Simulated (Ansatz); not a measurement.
Born–Oppenheimer molecular dynamics of Cl$_{2}$H$_{2}$Sn (5 atoms, charge 0, multiplicity 1). It starts from a relaxed structure.

Theory: RKS PBE-D4/def2-SVP in Ansatz.

* ensemble: NVE (Milne-controlled integrator)
* time step: 0.25 fs
* steps asked: 150
* starting velocities drawn for: 200 K
* seed: 618947

First frame:

```xyz
5
Properties=species:S:1:pos:R:3
Sn 0.023 -0.039 -0.031
Cl -0.001 0.002 2.332
H 1.663 0.079 -0.538
Cl -1.099 1.904 -0.774
H -0.899 -1.400 -0.539
```

Q: What does the run give?

A: All steps were run.

* steps done: 150
* time covered: 37.5 fs
* mean temperature over the second half: 97 K
* spread of the potential energy over the second half: 2.9 meV per atom
* mean potential energy of the second half above the start: 8.0 meV per atom

The conserved energy stayed within 0.00041 meV per atom of its start (net change 0 meV per atom), so the integration is sound. A run of 0.037 ps of so small a system gives no equilibrium averages.

Q: What happens to the structure?

A: The same pairs are bonded in the first frame and the last. Pairs count as bonded within 1.25 times the sum of covalent radii (0.12 Å more for H–H). The details hang on the random start.

Q: How do temperature and energy run in time?

A: 
```csv
time (fs),T (K),potential energy less start (eV),conserved less start (meV/atom)
0,200,0.000,0.00
3,127,0.028,0.00
6,97,0.040,0.00
9,148,0.020,0.00
12,72,0.050,0.00
15,46,0.060,0.00
18,113,0.034,0.00
21,53,0.057,0.00
24,55,0.056,0.00
27,139,0.024,0.00
30,91,0.042,0.00
33,88,0.043,0.00
36,155,0.018,0.00
```

Time of the run: 4.5 min on 1 thread of Arm Neoverse V1, on a shared host, peak memory 0.12 GiB.
